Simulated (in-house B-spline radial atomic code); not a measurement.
Radial electron density of the aluminium ion Al²⁺, [He] 2s1 2p6 3s1 3p1. Level of theory: non-relativistic LDA VWN5, spherical fractional occupations, point nucleus, inside a hard spherical wall at 2.62 bohr; calculated with a B-spline radial code for spherical atoms.

Columns: r (bohr), 4πr²n(r) (electrons per bohr), bar.

```
 0.00466   0.3281 #
 0.00546   0.4412 #
 0.00639   0.5899 ##
 0.00749   0.7877 ##
 0.00878    1.047 ###
  0.0103    1.385 ####
   0.012    1.799 ######
  0.0141    2.352 #######
  0.0165    3.027 #########
  0.0194    3.882 ############
  0.0227    4.881 ###############
  0.0266    6.062 ###################
  0.0311    7.382 #######################
  0.0365    8.854 ###########################
  0.0427    10.34 ################################
  0.0501     11.8 ####################################
  0.0587    13.04 ########################################
  0.0687    13.92 ###########################################
  0.0805     14.3 ############################################
  0.0943    14.08 ###########################################
    0.11    13.31 #########################################
   0.129    12.08 #####################################
   0.152    10.66 #################################
   0.178     9.52 #############################
   0.208    8.955 ############################
   0.244     9.11 ############################
   0.286    9.896 ##############################
   0.335    10.93 ##################################
   0.392    11.67 ####################################
   0.459    11.66 ####################################
   0.538    10.65 #################################
    0.63     8.79 ###########################
   0.738    6.531 ####################
   0.865    4.467 ##############
    1.01    3.093 ##########
    1.19    2.439 ########
    1.39    2.285 #######
    1.63    2.073 ######
    1.91     1.43 ####
    2.24   0.4942 ##
    2.59 0.003268
```

On this grid the curve has 2 maxima, near 0.0805, 0.392 bohr.

The 2s radial function P(r) = rR(r), positive near the nucleus:

```csv
r (bohr),P
0.00154,0.03612
0.00211,0.04913
0.0029,0.06683
0.00398,0.09043
0.00546,0.1217
0.00749,0.1625
0.0103,0.2152
0.0141,0.28
0.0194,0.3585
0.0266,0.4449
0.0365,0.5302
0.0501,0.5944
0.0687,0.6048
0.0943,0.5177
0.129,0.2922
0.178,-0.1014
0.244,-0.5968
0.335,-1.065
0.459,-1.312
0.63,-1.219
0.865,-0.848
1.19,-0.4194
1.63,-0.1383
2.24,-0.02316
```
